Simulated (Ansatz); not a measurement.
`[CH3][SbH][SH]` + H₂O → `[CH3][SbH][OH]` + H₂S at 500 K and 1 bar (formal hydrolysis of the Sb–S bond).

Program: Ansatz. Geometries: PBE0-D4/def2-TZVP. ΔE: electronic, gas phase. CCSD(T)/CBS is the MP2 limit (def2-TZVPP, def2-QZVPP) plus CCSD(T) − MP2 in def2-TZVPP, frozen cores. This one scheme is used for every species. Elements past krypton have def2 core potentials. For Sb outer-core shells are correlated without core-valence functions, which leaves a few kJ/mol of doubt a bond. Each species was taken in one conformer, which may not be the lowest.

```json
{"species": "`[CH3][SbH][SH]`", "CCSD(T)/CBS energy (Eh)": "-678.86565", "H − E (kJ/mol)": "176.0", "S (J/(mol·K))": "382.3"}
{"species": "H₂O", "CCSD(T)/CBS energy (Eh)": "-76.37941", "H − E (kJ/mol)": "73.2", "S (J/(mol·K))": "206.3"}
{"species": "`[CH3][SbH][OH]`", "CCSD(T)/CBS energy (Eh)": "-356.25469", "H − E (kJ/mol)": "184.8", "S (J/(mol·K))": "367.9"}
{"species": "H₂S", "CCSD(T)/CBS energy (Eh)": "-398.97279", "H − E (kJ/mol)": "57.0", "S (J/(mol·K))": "224.0"}
```

H − E and S are ideal-gas, rigid-rotor, harmonic terms from PBE0-D4/def2-TZVP, for one conformer and one mirror image of each species. 1 Eh = 2625.50 kJ/mol, R = 8.31446 J/(mol·K).

**Question.** By hand: ΔE, ΔH, ΔS and ΔG.

**Answer.** ΔE = (-356.25469) + (-398.97279) − (-678.86565) − (-76.37941) = 0.01758 Eh = 46.2 kJ/mol. Δ(H − E) = 184.8 + 57.0 − 176.0 − 73.2 = -7.4, so ΔH = 38.8 kJ/mol. ΔS = 367.9 + 224.0 − 382.3 − 206.3 = 3.3 J/(mol·K). ΔG = 38.8 − 500 × (3.3)/1000 = 37.1 kJ/mol.

**Question.** By hand: the equilibrium constant, and the temperature at which ΔG would vanish if ΔH and ΔS stayed fixed.

**Answer.** log₁₀ K = −ΔG/(RT ln 10) = -3.9. ΔG = 0 at ΔH/ΔS = 11758 K, far beyond where these terms or the molecules hold.

The number of gas molecules stays the same, so ΔS is small and ΔH decides. A doubt of 5 kJ/mol in ΔE shifts log₁₀ K by 0.5 here. Other conformers and mirror images would add mixing entropy, several J/(mol·K) or more a flexible species. These are equilibria of isolated gas molecules and say nothing of rates. Largest T1 diagnostic: 0.013 (customary marks: 0.02 for closed shells, 0.045 for open ones).
